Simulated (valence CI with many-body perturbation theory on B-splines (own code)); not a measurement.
Questions on Si⁹⁺

Computed by configuration interaction combined with many-body perturbation theory (CI+MBPT): three valence electrons over a frozen Dirac-Fock core [He], radial functions for each j: 9 s, 9 p, 8 d, 6 f, 3 g, 1 h, with the one-electron correlation potential Σ1, the two-electron term Σ2, the three-electron term Σ3, Breit, model QED; selected CI, second order for the rest, scaled by the run's own slope (own B-spline code, finite nucleus).

No measured levels were compared; by estimate levels of excited configurations hold to 0.05 to 0.15 % of their energy, terms of the ground configuration to about 0.5 %.

Rates and lifetimes use the calculated energies. Strong lines usually hold to 10 to 20 %, long lifetimes can be off by a factor of two.

Problem. What is the ground level?

Solution. 2s²2p ²P°_1/2, composition 97 % 2s²2p ²P° + 3 % 2p³ ²P°, g = 0.665.

Problem. How well does LS coupling describe the low levels?

Solution. Among the lowest 20 levels the leading LS term, summed over configurations, holds 100 % on average. For single configurations the figures are 97 % in LS and 76 % in jj coupling. Terms hardly mix: every one of these levels is at least 95 % one term.

Problem. Among levels below 2157400 cm⁻¹, which E1 lines absorb most strongly from the ground level?

Solution. to 2s²3d ²D_3/2 at 5.053 nm, f = 0.624; to 2s2p3p ²D_3/2 at 4.750 nm, f = 0.222; to 2s2p² ²P_1/2 at 25.62 nm, f = 0.0906.

Problem. Name the longest-lived excited levels whose lifetime is computed, and their main decay.

Solution. 2s²2p ²P°_3/2 at 6987 cm⁻¹ lives 324 ms, mostly by M1 to 2s²2p ²P°_1/2; 2s2p² ⁴P_3/2 at 163300 cm⁻¹ lives 14.0 μs, mostly by E1 to 2s²2p ²P°_3/2; 2s2p² ⁴P_5/2 at 166860 cm⁻¹ lives 4.09 μs, mostly by E1 to 2s²2p ²P°_3/2.

Problem. What is the ionisation energy?

Solution. 401.33 eV; NIST lists 401.38 eV (semi-empirical).
